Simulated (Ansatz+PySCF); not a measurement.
Results of a calculation; reference values are marked as such.
Input for Ansatz (development build ahead of 0.2.0):

```yaml
crystal:
  periodic: [false, false, false]
  atoms:
    - { symbol: Li, position_ang: [0.0, 0.0, 0.0] }
    - { symbol: Be, position_ang: [1.29284, 1.72378, 3.7321] }
basis:
  gaussian: { orbitals: "6-31G" }
total_charge: 1
hamiltonian:
  xc: hf
correlation:
  method: fci
  frozen_orbitals: { Be: 0, Li: 0 }
```

The input is written out in the form of the current development build from the run's settings.

Results

* Converged: yes
* Total energy: -21.85473 hartree
* State: lowest singlet root, of any spatial symmetry
